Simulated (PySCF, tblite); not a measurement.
Calculations on `CC(C)(C)/C=C\C1CCC1`, in the order of a workflow; each names the level of the geometry that it ran on. Settings lines and outputs come from a driver script.

Species: C₁₀H₁₈.
Numbering: `[CH3:1][C:2]([CH3:3])([CH3:4])/[CH:5]=[CH:6]\[CH:7]1[CH2:8][CH2:9][CH2:10]1` (hydrogens: H11, H12, H13 on C1; H14, H15, H16 on C3; H17, H18, H19 on C4; H20 on C5; H21 on C6; H22 on C7; H23, H24 on C8; H25, H26 on C9; H27, H28 on C10)

Step 1: GFN2-xTB geometry optimisation, gas phase (tblite 0.8.0) (from a force-field or distance-geometry start)
```json
{"job": {"kind": "relax", "xc": "GFN2-xTB", "basis": "xTB"}, "charge": 0, "multiplicity": 1}
```
```
step      E/eV     max force
  0    -829.97244    2.989
  1    -830.45767    1.282
  2    -830.61807    1.241
...
139    -831.57030    0.019
140    -831.57039    0.019
141    -831.57048    0.014
142    -831.57055    0.013
143    -831.57058    0.010
```

Energy lowered by 36.9 kcal/mol over 143 steps; largest atomic force 0.010 eV/Å at the end. «max force» is the largest atomic force in eV/Å.

Step 2: GFN2-xTB harmonic vibrations, gas phase (tblite 0.8.0) (on the GFN2-xTB geometry)
```json
{"job": {"kind": "ir", "xc": "GFN2-xTB", "basis": "xTB"}, "charge": 0, "multiplicity": 1}
```
```
(table of modes left out)
```

78 modes from -9 to 3066 cm⁻¹ (unscaled, harmonic, a negative number standing for an imaginary wavenumber); zero-point energy 159.2 kcal/mol from the real modes; the lowest is imaginary at this level.

Step 3: PBE0-D3(BJ)/def2-SVP geometry optimisation, gas phase (PySCF 2.14.0) (from the GFN2-xTB geometry)
```json
{"job": {"xc": "PBE0", "basis": "def2-SVP", "d3": "d3bj", "grid": 1, "shake": 0.01, "kind": "geom"}, "charge": 0, "multiplicity": 1}
```
```
step   0  E = -391.11462186  max force = 0.049397
step   1  E = -391.12257131  max force = 0.009782
step   2  E = -391.12331221  max force = 0.002780
step   3  E = -391.12217795  max force = 0.009109
...
step  11  E = -391.12455484  max force = 0.001099
step  12  E = -391.12459538  max force = 0.000703
step  13  E = -391.12461610  max force = 0.000575
step  14  E = -391.12462093  max force = 0.000304
optimisation converged
```

Final energy -391.12462 Eh after 14 steps; dipole 0.23 D. Energies in Eh; «max force» is the largest Cartesian gradient component in Eh/bohr.

Question: Which step took the most CPU time, and about what did each take on one thread of an Arm Neoverse V1, shared host?

Answer: Step 3, about 99 % of the total. CPU time by step: 1: 1.5 s, 2: 1.6 s, 3: 8.6 min.

Final geometry (PBE0-D3(BJ)/def2-SVP):
```
atom  x, y, z in Å
C1    -1.599    1.564   -0.258
C2    -1.824    0.046   -0.314
C3    -3.285   -0.238    0.050
C4    -1.568   -0.478   -1.734
C5    -0.935   -0.670    0.693
C6     0.402   -0.715    0.769
C7     1.429   -0.083   -0.104
C8     2.575    0.719    0.560
C9     3.544    0.138   -0.485
C10    2.521   -0.984   -0.737
H11   -0.574    1.841   -0.541
H12   -1.778    1.948    0.757
H13   -2.291    2.080   -0.944
H14   -3.970    0.256   -0.658
H15   -3.521    0.131    1.061
H16   -3.497   -1.318    0.027
H17   -1.744   -1.563   -1.787
H18   -0.536   -0.292   -2.063
H19   -2.245    0.013   -2.453
H20   -1.476   -1.231    1.465
H21    0.827   -1.305    1.593
H22    0.967    0.529   -0.891
H23    2.461    1.812    0.629
H24    2.787    0.328    1.568
H25    4.554   -0.145   -0.155
H26    3.639    0.800   -1.360
H27    2.716   -1.863   -0.102
H28    2.358   -1.331   -1.769
```

 (This holds for the electronic-property runs.)

One conformer stands for the species.
